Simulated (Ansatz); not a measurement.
Start from `CC[SiH2]C#N` and change one atom or group to get `CC[SiH2]C`.

Ansatz, PBE0-D4/def2-TZVP geometries, multiplicity 1. Each molecule was computed in one conformer, which needn't be the lowest.

```csv
property,`CC[SiH2]C#N`
HOMO energy (ωB97M-V/def2-TZVPP) / eV,-11.28
LUMO energy (ωB97M-V/def2-TZVPP) / eV,1.40
size of the dipole moment (PBE/def2-TZVPP) / D,3.95
LUMO energy (PBE0/def2-TZVPP) / eV,-0.48
zero-point energy (PBE0-D4/def2-TZVP) / kJ/mol,239.2
size of the dipole moment (ωB97M-V/def2-TZVPP) / D,3.99
```

Task: Give the same properties after the change, and the shifts. (Best estimate.)

Result: Ansatz gave: 
```csv
property,`CC[SiH2]C`,shift
HOMO energy (ωB97M-V/def2-TZVPP) / eV,-10.48,0.80
LUMO energy (ωB97M-V/def2-TZVPP) / eV,2.40,1.00
size of the dipole moment (PBE/def2-TZVPP) / D,0.85,-3.10
LUMO energy (PBE0/def2-TZVPP) / eV,0.96,1.44
zero-point energy (PBE0-D4/def2-TZVP) / kJ/mol,312.3,73.1
size of the dipole moment (ωB97M-V/def2-TZVPP) / D,0.81,-3.18
```

With PBE0 the HOMO rises by 0.81 eV and the LUMO rises by 1.44 eV, so the gap widens by about 0.63 eV. PBE moves the HOMO by 0.81 eV and ωB97M-V by 0.80 eV. The zero-point energy changes by 73.1 kJ/mol with +6 modes. Dipoles are sizes alone; their direction can turn.
